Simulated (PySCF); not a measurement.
Germanium: a sound run and one with changed settings

Sound run: Ge [Ar] 3d10 4s2 4p2, Ge⁺ [Ar] 3d10 4s2 4p1. Calculation: PySCF 2.14, in cc-pVTZ-PP with ECP10MDF (5s4p3d1f, 39 functions); a scalar-relativistic core potential. In the sound run the correlated levels freeze 3s2 3p6 3d10 outside the core potential. The sound run starts from symmetry-adapted Hartree-Fock orbitals and uses a fine grid where one is needed.

A second run was set up differently.

```tsv
species	method	sound run (hartree)	changed run (hartree)	converged
Ge	UHF	-293.35281	-293.35281	yes
Ge	BP86	-294.66668	-294.66668	yes
Ge	MN15	-294.90630	-294.90630	yes
Ge	MP2	-293.40296	-293.38467	yes
Ge	CCSD(T)	-293.41944	-293.41944	yes
Ge⁺	UHF	-293.08057	-293.08057	yes
Ge⁺	BP86	-294.37461	-294.37461	yes
Ge⁺	MN15	-294.62080	-294.62080	yes
Ge⁺	MP2	-293.11811	-293.10461	yes
Ge⁺	CCSD(T)	-293.13260	-293.13260	yes
```

Ionisation energy of Ge:

```csv
method,sound run (eV),changed run (eV)
UHF,7.408,7.408
BP86,7.948,7.948
MN15,7.769,7.769
MP2,7.751,7.621
SCS-MP2,7.676,7.574
CCSD,7.778,7.778
CCSD(T),7.805,7.805
```

What was changed?
A. angular grid far too coarse
B. level shift left on
C. all electrons correlated in a valence basis
D. basis contracted for another Hamiltonian

B. It used initial guess minao, at most 50 SCF cycles, level shift 0.5 hartree. A level shift leaves the converged SCF energy unchanged but raises the virtual orbital energies, which shrinks MP2 if it is not removed.
